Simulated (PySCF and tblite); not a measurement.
C7H8FN, numbered as in [N:1]#[C:2][C@@H:3]1[C@H:4]2[CH2:5][C@@H:6]([F:7])[C@@H:8]1[CH2:9]2.

The ensemble was built from 45 distance-geometry starts (ETKDG and KDG, MMFF94s, GFN2-xTB) and rests on GFN2-xTB geometries. Free energies are PBE0-D3(BJ)/def2-SVP (IEF-PCM, acetonitrile) single points with GFN2-xTB rigid-rotor and vibrational terms (modes under about 100 cm⁻¹ blended into free rotors). Symmetry numbers and mirror images are counted. Conformers within 2.5 kcal/mol (GFN2-xTB free energy) were kept, 2 at most. Couplings: B3LYP/6-31G* with pcJ-1 on H, F (gas phase; spin-dipole term only for pairs with B, N, F, Si or P). Couplings are for ¹⁹F, ¹H. H–H couplings come out 0.1 to 0.9 Hz lower than with pcJ-1 on all atoms. Of two unlike H on one atom, a is the less shielded (WP04/pcSseg-1 (IEF-PCM, acetonitrile)). Run with PySCF (density fitting) and tblite.

The 4-ring runs over atoms 3–4–9–8. The 5-ring runs over atoms 3–4–5–6–8.

| conformer | shape | weight % |
| --- | --- | --- |
| 1 | 4-ring puckered (ring torsions -34, 34, -34, 34°); 5-ring envelope (ring torsions 45, 0, -45, 67, -68°) | 100.0 |

Dihedral angles along the coupling paths:

| coupling | conformer | dihedral (°) |
| --- | --- | --- |
| ³J(H5b,F7) | 1 | 1 |
| ³J(H5a,F7) | 1 | 123 |
| ³J(F7,H8) | 1 | -61 |
| ³J(H3,H4) | 1 | -84 |
| ³J(H3,H8) | 1 | 82 |
| ³J(H4,H5b) | 1 | 62 |
| ³J(H4,H5a) | 1 | -62 |
| ³J(H4,H9a) | 1 | -47 |
| ³J(H4,H9b) | 1 | 83 |
| ³J(H5b,H6) | 1 | -120 |
| ³J(H5a,H6) | 1 | 3 |
| ³J(H6,H8) | 1 | 59 |
| ³J(H8,H9a) | 1 | 48 |
| ³J(H8,H9b) | 1 | -83 |

Q: What are these vicinal couplings in each conformer, and averaged?

A: 
```csv
coupling,conformer,dihedral (°),J (Hz),average (Hz)
"³J(H5b,F7)",1,1,30.4,30.4
"³J(H5a,F7)",1,123,13.9,13.9
"³J(F7,H8)",1,-61,1.9,1.9
"³J(H3,H4)",1,-84,-0.3,-0.3
"³J(H3,H8)",1,82,-0.2,-0.2
"³J(H4,H5b)",1,62,1.5,1.5
"³J(H4,H5a)",1,-62,1.6,1.6
"³J(H4,H9a)",1,-47,3.6,3.6
"³J(H4,H9b)",1,83,-0.4,-0.4
"³J(H5b,H6)",1,-120,1.0,1.0
"³J(H5a,H6)",1,3,8.1,8.1
"³J(H6,H8)",1,59,1.9,1.9
"³J(H8,H9a)",1,48,3.6,3.6
"³J(H8,H9b)",1,-83,-0.4,-0.4
```

Computed couplings to fluorine can be off by tens of per cent at such levels.
